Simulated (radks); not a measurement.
Results of a calculation; reference values are marked as such.
Question: The mean radii <r> (bohr) of the occupied orbitals of an atom or ion are listed with their occupations. Code: a radial shooting solver on a logarithmic mesh with Libxc functionals. Model: scalar-relativistic Kohn-Sham, r2SCAN, spin-polarised, spherical densities, finite nucleus; meta-GGA in the generalised Kohn-Sham scheme; Fermi nuclear charge, rms radius of each element as measured or else 0.836 A^(1/3) + 0.57 fm.

orbital  occ.     <r>
1s up       1  0.1756
1s down     1  0.1751
2s up       1  0.8337
2s down     1  0.8462
2p up       1  0.7705

Name the element and its charge. Open shells, if any, are filled with parallel spins first.

Answer: Z = 9, fluorine, charge +4: F4+ in [He] 2s2 2p1. The 1s radius gives Z: for a bare nucleus <r> = (2 gamma + 1)/(2Z) with gamma = sqrt(1 - (Z/c)^2), 0.1664 bohr for Z = 9, and screening makes it slightly larger (0.1756 here). The occupations add up to 5, and the charge is Z minus that.
